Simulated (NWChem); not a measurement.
C4H5N2 cation; SMILES n1cc[nH+]cc1

Results from NWChem. Geometry: optimised at PBE0/def2-SVP. Level: M05-2X/def2-SVP with SMD (1 M gas to 1 M solution), gas-phase geometry. Reactions with the solvent are ignored.

For solvent benzene:

| Quantity | Result |
|---|---|
| solvation free energy (kcal/mol) | -39.7 |
| cavity-dispersion-structure term (kcal/mol) | -1.7 |

Task: Estimate the same quantities for solvent tetrahydrofuran.

Result: 
| Quantity | Result |
|---|---|
| solvation free energy (kcal/mol) | -59.7 |
| cavity-dispersion-structure term (kcal/mol) | -0.4 |
